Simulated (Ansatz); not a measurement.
Cost and result up the ladder for BH2(nPr) (C₃H₉B) (13 atoms). The state is a singlet with charge 0. Geometry: PBE0-D4/def2-SVP.

```xyz
13

B     1.9736   -0.6807    0.1597
C     0.4964   -0.7022   -0.3450
C    -0.2225    0.5076    0.2900
C    -1.6850    0.6093   -0.1194
H     2.8534   -0.1433   -0.4777
H     2.2576   -1.1350    1.2473
H    -0.0306   -1.6193   -0.0299
H     0.4186   -0.6234   -1.4419
H     0.2973    1.4409    0.0106
H    -0.1548    0.4449    1.3900
H    -2.2446   -0.2907    0.1814
H    -2.1732    1.4795    0.3463
H    -1.7861    0.7124   -1.2114
```

Ansatz on 2 threads of Arm Neoverse V2 on a shared host. Times are rough, and most runs start from the orbitals of an earlier one. ωB97M-V/def2-TZVP serves as the yardstick here, not as an exact answer. Differences are given only for rows in sets of like size (and for xTB, whose basis is part of the method), since another set adds its own error. Binding counts from free atoms at the same level (B doublet, C triplet, H doublet; other spins of the atoms weren't run), without zero-point energy or a counterpoise term.

Correlated methods freeze 4 core orbitals. Another isomer (singlet) lies 1.24 eV lower at PBE0-D4/def2-TZVP; other spin states weren't run for this one.

Correlated methods converge slowly with the basis.

```
                         level  functions  wall time  binding energy per atom (eV)  difference from ωB97M-V/def2-TZVP (eV)
                     HF/STO-3G         29      0.1 s                          3.93                                       –
               PBE-D4/def2-SVP        101      1.1 s                          3.99                                       –
              PBE0-D4/def2-SVP        101      1.2 s                          3.97                                       –
           revPBE-D4/def2-TZVP        178      1.9 s                          3.89                                   -0.03
             PBE0-D4/def2-TZVP        178      2.4 s                          3.94                                    0.01
PBE-D4/def2-TZVP (with forces)        178      2.4 s                          3.96                                    0.04
           r2SCAN-D4/def2-TZVP        178      3.7 s                          3.92                                    0.00
             ωB97M-V/def2-TZVP        178        8 s                          3.92                                    0.00
              B97M-V/def2-TZVP        178      9.5 s                          3.92                                    0.00
             CCSD(T)/def2-TZVP        178       40 s                          3.79                                   -0.13
```
